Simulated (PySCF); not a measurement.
C2H6BrSb, SMILES [Br][Sb]([CH3])[CH3].

Geometry optimised at PBE0-D3(BJ)/def2-SVP. The structure was generated by enumeration; whether it is a known compound was not checked. The def2 effective core potentials stand for the cores of Sb; spin–orbit coupling is left out.

Calculation: PySCF with CAM-B3LYP/def2-TZVP.

| Quantity | Result |
|---|---|
| total energy | -2894.37236 hartree |
| point group | Cs |
| highest occupied level | -8.25 eV |
| lowest empty level | -0.46 eV |
| orbital gap | 7.78 eV |
| dipole moment | 0.636 e·Å |
| quadrupole, principal values (traceless, Buckingham form, about the centre of nuclear charge) | -1.44, -0.49, 1.94 D·Å |
| mean static polarisability | 87.3 bohr³ (12.94 Å³) |
| polarisability, principal values | 76.0, 85.5, 100.5 bohr³ |
